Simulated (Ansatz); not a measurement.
`[CH3][V](=[NH])([OH])[F]` + HCl → `[CH3][V](=[NH])([F])[Cl]` + H₂O at 298.15 K and 1 bar (ligand exchange at a V–O bond).

Calculated with Ansatz (gas phase, PBE0-D4/def2-TZVP geometries, no zero-point term in ΔE). CCSD(T)/CBS adds triple-zeta CCSD(T) − MP2 to the extrapolated MP2 energy (def2 sets, frozen cores). This one scheme is used for every species. For V outer-core shells are correlated without core-valence functions, which leaves a few kJ/mol of doubt a bond. Scalar relativity is left out up to krypton. Each species was taken in one conformer, which may not be the lowest.

```
                   species  CCSD(T)/CBS energy (Eh)  H − E (kJ/mol)  S (J/(mol·K))
`[CH3][V](=[NH])([OH])[F]`              -1214.26383           193.1          354.7
                       HCl               -460.38127            26.6          186.8
`[CH3][V](=[NH])([F])[Cl]`              -1598.28252           161.6          358.9
                       H₂O                -76.37941            66.4          188.7
```

H − E and S are ideal-gas, rigid-rotor, harmonic terms from PBE0-D4/def2-TZVP, for one conformer and one mirror image of each species. 1 Eh = 2625.50 kJ/mol, R = 8.31446 J/(mol·K).

Question: By hand: ΔE, ΔH, ΔS and ΔG.

Answer: ΔE = (-1598.28252) + (-76.37941) − (-1214.26383) − (-460.38127) = -0.01683 Eh = -44.2 kJ/mol. Δ(H − E) = 161.6 + 66.4 − 193.1 − 26.6 = 8.3, so ΔH = -35.9 kJ/mol. ΔS = 358.9 + 188.7 − 354.7 − 186.8 = 6.1 J/(mol·K). ΔG = -35.9 − 298.15 × (6.1)/1000 = -37.7 kJ/mol.

Question: By hand: the equilibrium constant, and the temperature at which ΔG would vanish if ΔH and ΔS stayed fixed.

Answer: log₁₀ K = −ΔG/(RT ln 10) = 6.6. ΔH and −TΔS have one sign here, so there is no such temperature.

The number of gas molecules stays the same, so ΔS is small and ΔH decides. A doubt of 5 kJ/mol in ΔE shifts log₁₀ K by 0.9 here. Other conformers and mirror images would add mixing entropy, several J/(mol·K) or more a flexible species. These are equilibria of isolated gas molecules and say nothing of rates. Largest T1 diagnostic: 0.031 (customary marks: 0.02 for closed shells, 0.045 for open ones).

ΔS is within the doubt of such terms, so its sign, and with it that verdict, could turn.
